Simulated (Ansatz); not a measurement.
# A family of molecules: the dipole moment

Gas-phase molecules, one atom swapped for its congeners: BH2(CN); AlH2(CN); GaH2(CN); InH2(CN). All are singlets with charge 0.

Shapes, held fixed at every level: PBE0-D4/def2-TZVP. Programs: Ansatz 0.2.0. Values in D.

(1) How should the dipole moment change along the series?

Answers

(1) At wB97M-V/def2-TZVPP the dipole moment rises at every step, from 2.76 to 4.47 D. Every level shows the same order. For atoms past krypton def2 sets carry core potentials with scalar relativity. Relativity is left out for Ga.

```tsv
level	BH2(CN)	AlH2(CN)	GaH2(CN)	InH2(CN)
PBE-D4/def2-TZVPP	2.57	3.27	3.62	4.25
r2SCAN-D4/def2-TZVPP	2.70	3.31	3.70	4.35
B3LYP-D4/def2-TZVPP	2.72	3.39	3.76	4.42
wB97M-V/def2-TZVPP	2.76	3.42	3.80	4.47
```
